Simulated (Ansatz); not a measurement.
System: C₇H₁₅, net charge 0, doublet state. It need not be the lowest isomer of its formula. 
Structure (B3LYP-D3(BJ)/def2-TZVP (Ansatz, an electronic-structure program) minimum search):
```xyz
22

C     -1.8812    -1.1863     0.0679
C     -0.9128    -0.3388     0.8886
C      0.0637     0.5521     0.0857
C      0.9608     1.2664     1.0443
C     -0.7279     1.6118    -0.7178
C      0.9111    -0.2674    -0.9163
C      1.7235    -1.4043    -0.3041
H     -2.5315    -1.7637     0.7275
H     -2.5227    -0.5744    -0.5678
H     -1.3564    -1.8955    -0.5744
H     -1.4841     0.3147     1.5551
H     -0.3284    -0.9924     1.5404
H      1.8754     1.7297     0.6959
H      0.6426     1.4746     2.0574
H     -0.0450     2.2867    -1.2365
H     -1.3658     1.1405    -1.4686
H     -1.3580     2.2102    -0.0576
H      0.2539    -0.6636    -1.6947
H      1.5881     0.4280    -1.4221
H      2.3694    -1.0399     0.4971
H      1.0818    -2.1803     0.1163
H      2.3567    -1.8758    -1.0578
```
Charge 0, spin multiplicity 2.

Quantity: atomisation energy (electronic, to ground-state atoms), in kcal/mol. Valence correlation only, unless marked. Open shells are spin-unrestricted. No spin-orbit coupling. Non-relativistic. The coupled-cluster limit lacks core correlation, which all-electron functionals hold. Basis-set limits of correlation are two-point, X^-3; Hartree-Fock from the larger set. The bracket is a focal-point correction in the basis named.

```tsv
level	program	atomisation energy (kcal/mol)
HF/6-31G*	Ansatz	1583.5
```

Problem. Predict the RI-MP2/CBS(cc-pVTZ,cc-pVQZ)+[CCSD(T)-MP2]/cc-pVTZ result (Ansatz).

Solution. 2076.3 kcal/mol, so HF/6-31G* differs from it by -492.8 kcal/mol.
